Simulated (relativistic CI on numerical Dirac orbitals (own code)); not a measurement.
**d1 to d9 in one octahedral field**

Computed with a parametric ligand-field model without spin-orbit coupling, by exact diagonalisation: B = 520, C = 2030, 10Dq = 19900 cm⁻¹ (Oh; |10Dq|/B = 38.3) for every shell. Energies in cm⁻¹; the field energy is (0.6 n_e − 0.4 n_t2) × 10Dq of the ground term; g labels are left out. So small a B with so large a field is typical of 4d and 5d ions, where spin-orbit coupling, left out here, reaches 1,000 to 4,000 cm⁻¹.

| Shell | Ground term | Electrons in e | Field energy | First spin-allowed bands | Lowest term of other spin |
| --- | --- | --- | --- | --- | --- |
| d1 | 2T2 | 0.000 | -7960 | 2E 19900 |  |
| d2 | 3T1 | 0.015 | -15614 | 3T2 18730, 3T1 25360 | 1T2 7404 |
| d3 | 4A2 | 0.000 | -23880 | 4T2 19900, 4T1 25525 | 2E 10083 |
| d4 | 3T1 | 0.022 | -31393 | 3E 18013, 3T1 18510 | 1T2 6084 |
| d5 | 2T2 | 0.041 | -38975 | 2A2 17317, 2T1 17507 | 4T1 10160 |
| d6 | 1A1 | 0.030 | -47161 | 1T1 18510, 1T2 25604 | 3T1 14152 |
| d7 | ? | ? | ? | ? | ? |
| d8 | 3A2 | 2.000 | -23880 | 3T2 19900, 3T1 25525 | 1E 8140 |
| d9 | 2E | 3.000 | -11940 | 2T2 19900 |  |

Task: Fill in the row of d7.

Result: Ground term: 2E; Electrons in e: 1.021; Field energy: -35396; First spin-allowed bands: 2T1 18388, 2T2 18848; Lowest term of other spin: 4T1 9890. Low spin: d4, d5, d6, d7; the other shells keep the spin of the free ion. Only d4 to d7 can choose; the field needed to pair spins is smallest for d6 and largest for d5, which loses most exchange energy. In the strong-field picture 10Dq must exceed about 6B + 5C = 13270 (d4), 7.5B + 5C = 14050 (d5), 2.5B + 4C = 9420 (d6) and 4B + 4C = 10200 (d7); mixing of terms shifts these bounds somewhat.
